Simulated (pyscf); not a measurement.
**HC⁺=C=CH₂ (SMILES [CH+]=C=C), singlet**

Gas-phase minimum from PySCF at ωB97X-D3(BJ)/def2-SVP, one conformer. HC⁺=C=CH₂ lies 32.5 kcal/mol over its isomer cyclic C₃H₃+ (SMILES c1c[cH+]1) (electronic energy, ωB97M-D3(BJ)). 

```xyz
6

C      0.4411    -1.0024    -0.9589
C      0.2723     0.0631    -0.3612
C      0.0877     1.2305     0.2934
H      0.5899    -1.9429    -1.4859
H      0.0005     1.2480     1.3912
H      0.0217     2.1790    -0.2624
```
Charge +1, spin multiplicity 1.

Bond lengths (Å): C1–C2 1.233, C1–H4 1.088, C2–C3 1.351, C3–H5 1.101, C3–H6 1.101. Angles (°): C2–C1–H4 180.0, C1–C2–C3 180.0, C2–C3–H5 120.5, C2–C3–H6 120.5, H5–C3–H6 119.0.

Properties at ωB97X-D3(BJ)/def2-SVP:

- Harmonic wavenumbers, unscaled = 276, 327, 676, 936, 1012, 1131, 1161, 1460, 2153, 3139, 3256, 3379 cm⁻¹
- Zero-point energy = 27.0 kcal/mol
- Rotational symmetry number = 2
- Entropy of this conformer at 298 K and 1 atm, rigid rotor and harmonic oscillator, modes under 100 cm⁻¹ raised to 100 = 247.5 J/(mol K)
- Dipole moment = depends on origin

Single-point totals, which compare only within one level (frozen core for MP2 and CC):

```csv
level,total energy (hartree)
ωB97X-D3(BJ)/def2-TZVP,-115.77273
PBE/def2-TZVP,-115.57077
r²SCAN/def2-TZVP,-115.65085
B3LYP-D3(BJ)/def2-TZVP,-115.73851
PBE0-D3(BJ)/def2-TZVP,-115.57745
M06-2X/def2-TZVP,-115.66662
ωB97M-D3(BJ)/def2-TZVP,-115.75878
HF/def2-TZVPP,-114.99153
MP2/def2-TZVPP,-115.41741
CCSD/def2-TZVPP,-115.44077
CCSD(T)/def2-TZVPP,-115.46567
```

The CCSD(T) − MP2 part came from Ansatz, without density fitting, on the same reference.
